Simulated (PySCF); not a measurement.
GaH4P, SMILES [GaH2][PH2].

Geometry optimised at r2SCAN-D4/def2-TZVP.

Vertical ionisation energy (IE) and electron affinity (EA) in eV. Rows of orbital energies are one-electron estimates. Where ΔSCF, EOM or ADC give a negative EA the extra electron is unbound and the value depends on the basis.

```csv
level,IE,EA
"−ε(HOMO), −ε(LUMO), CAM-B3LYP/def2-TZVPD (PySCF)",8.48,0.84
ADC(2)/aug-cc-pVDZ (PySCF),9.11,0.10
```

Problem. Beyond the first one, list the lowest photoelectron lines from ADC(2)/aug-cc-pVDZ run with PySCF with their pole strengths (two spins summed). (An estimate is asked for; the answer gives what the named calculation found.)

Solution. 10.99 eV (1.82), 11.11 eV (1.85), 13.33 eV (1.80), 14.98 eV (1.81), 19.48 eV (0.58).
